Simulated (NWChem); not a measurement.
**C2H2F (+1)**

```xyz
5

C      0.0000     0.0000    -1.2509
C      0.0000     0.0000     0.0175
F      0.0000     0.0000     1.2238
H      0.9580     0.0000    -1.8067
H     -0.9580     0.0000    -1.8067
```
Charge +1, spin multiplicity 1.

Program: NWChem. Structure: optimised with PBE0/def2-SVP, a minimum by its harmonic frequencies.

Symmetry labels belong to the abelian group C2v used in the runs, with the axes of the coordinates shown.

The spin multiplicity of the parent species was assumed, not shown to be that of its ground state. The structure started from a generated list of species.

Problem. List the lowest 4 singlet excitations that TD-PBE/aug-cc-pVDZ gives, with oscillator strengths.

Solution. 
| state | symmetry | energy (eV) | wavelength (nm) | f |
|---|---|---|---|---|
| 1 | a2 | 3.57 | 347 | 0.000 |
| 2 | a1 | 7.58 | 164 | 0.001 |
| 3 | b2 | 8.21 | 151 | 0.034 |
| 4 | b1 | 9.76 | 127 | 0.047 |
